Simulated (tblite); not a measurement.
Compound: C4H10O2Si2.
Z-matrix (Å and degrees, GFN2-xTB geometry), rows numbered from 1:
```
O 
C   1  1.2188
Si  2  1.9222  1  118.15
O   3  1.6050  2  103.62  1    -0.14
Si  4  1.6455  3  140.72  2     0.15
C   2  1.4759  1  121.88  3  -179.81
C   6  1.5147  2  118.24  1    34.54
C   7  1.4819  6   60.71  2  -107.63
H   3  1.4596  2  109.99  1  -116.51
H   3  1.4594  2  110.16  1   116.28
H   5  1.4565  4  109.13  3   -62.89
H   5  1.4647  4   99.80  3   179.96
H   5  1.4566  4  109.22  3    62.71
H   6  1.0817  2  114.68  1  -179.39
H   7  1.0793  6  117.57  8  -109.96
H   7  1.0795  6  116.17  8   108.73
H   8  1.0796  6  116.07  7  -108.74
H   8  1.0793  6  117.62  7   109.97
```

All values are computed: GFN2-xTB (tblite) harmonic vibrations without scaling, gas phase. The method is semi-empirical: single wavenumbers can be off by several per cent or more. Modes of hydrogen on silicon can be 10 to 20 % off. One conformer, not necessarily the lowest.

Harmonic wavenumbers (cm⁻¹): 41.1, 51.2, 51.9, 100.5, 168.1, 195.9, 224.8, 252.0, 276.3, 392.7, 447.8, 572.7, 583.1, 602.8, 623.4, 632.3, 704.0, 729.0, 763.3, 774.4, 793.2, 808.0, 818.4, 864.0, 925.2, 931.3, 1044.5, 1061.1, 1067.0, 1070.3, 1090.1, 1113.0, 1155.8, 1246.9, 1355.2, 1417.0, 1469.1, 1685.0, 2239.0, 2278.0, 2293.7, 2300.0, 2304.7, 3061.2, 3086.9, 3089.0, 3097.4, 3115.8.

A = 3125, B = 766.3, C = 656.3 MHz; mass 146.022 u (most abundant isotopes); point group Cs, symmetry number 1.

What is the zero-point energy?

½Σν̃ = 27484 cm⁻¹ = 328.78 kJ/mol.

Entropy at 400 K, 1 bar (ideal gas, RRHO, classical rotation)?

Translation 177.12, rotation 127.95, vibration 192.63: S = 497.7 J/(mol K).

And Cp and H(400 K) − H(0)?

Cp = 217.05 J/(mol K), of which vibrations give 183.79 (their classical limit is 48 R = 399.1); H(400 K) − H(0) = 51.65 kJ/mol without the zero-point energy, 38.35 from vibrations.

How do the functions run with temperature in this model?

```
 T (K)  S (J/(mol K))  Cp (J/(mol K))  H − H(0) (kJ/mol)  G − H(0) (kJ/mol)  ln q(vib)
    50          257.5            62.4               2.34             -10.53       0.95
   100          308.1            85.4               6.06             -24.75       2.62
298.15          440.2           175.0              31.62             -99.63       8.67
373.15          483.0           206.8              45.96            -134.26      10.86
   500          549.8           250.0              75.07            -199.84      14.49
   750          662.9           306.7             145.25            -351.89      21.23
  1000          756.3           342.3             226.70            -529.64      27.34
```

q(vib) and H(0) count from the zero-point level.

Which modes carry the vibrational entropy at 400 K?

41.1 cm⁻¹: 24.22; 51.2 cm⁻¹: 22.39; 51.9 cm⁻¹: 22.28; 100.5 cm⁻¹: 16.82; 168.1 cm⁻¹: 12.62; 195.9 cm⁻¹: 11.39 J/(mol K); the other 42 give 82.90 together.

Hindered rotation and anharmonicity are outside this model. Other conformers, if any are populated, would add a mixing term that is left out.
